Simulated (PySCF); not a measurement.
Al(H)(F)(OH) (AlFH₂O), SMILES [AlH]([OH])[F]. Geometry optimised at PBE-D3(BJ)/def2-TZVP. Other conformers were not sampled.

TDDFT-ωB97X/def2-SVPD (PySCF) puts the lowest singlet excitations at 7.90, 8.10, 8.27, 8.65, 8.76, 9.09 eV.

**Question.** What are the lowest excitation roots from ADC(2)/aug-cc-pVDZ (PySCF)? (An estimate is asked for; the answer gives what the named calculation found.)

**Answer.** 7.22, 7.69, 7.99, 8.00, 8.50, 8.98 eV. S1 differs by -0.68 eV (second minus first; roots are paired by order, and the bases may differ).
